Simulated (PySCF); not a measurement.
All values below come from B3LYP-D3(BJ)/def2-TZVP (PySCF 2.14.0). Isolated molecules, 0 K electronic values unless said otherwise. One relaxed conformer stands for a flexible species; it need not be the lowest. B3LYP has the VWN-RPA correlation part, as in Gaussian. Delta-SCF ions had no search for a lower state. Excitations are Tamm–Dancoff values on a coarser integration grid. The basis has no diffuse functions, so Rydberg states are missing or too high.

Reference species (SMILES): `B(O)(O)S` (neutral, multiplicity 1).

```yaml
S1–T1 gap (TDA): 0.42 eV
vertical ionisation energy (Delta-SCF): 10.05 eV
HOMO–LUMO gap: 7.23 eV
```

Changed species: `CN(S)C` (C–N–S–H torsion 67°) (X = dimethylamino; the reference has X = borono).

Task: What does the change do to the S1–T1 gap (TDA), vertical ionisation energy (Delta-SCF) and HOMO–LUMO gap?

Result: the S1–T1 gap (TDA) increases by 0.28 eV, to 0.70 eV; the vertical ionisation energy (Delta-SCF) decreases by 1.07 eV, to 8.98 eV; the HOMO–LUMO gap falls by 0.46 eV, to 6.77 eV.
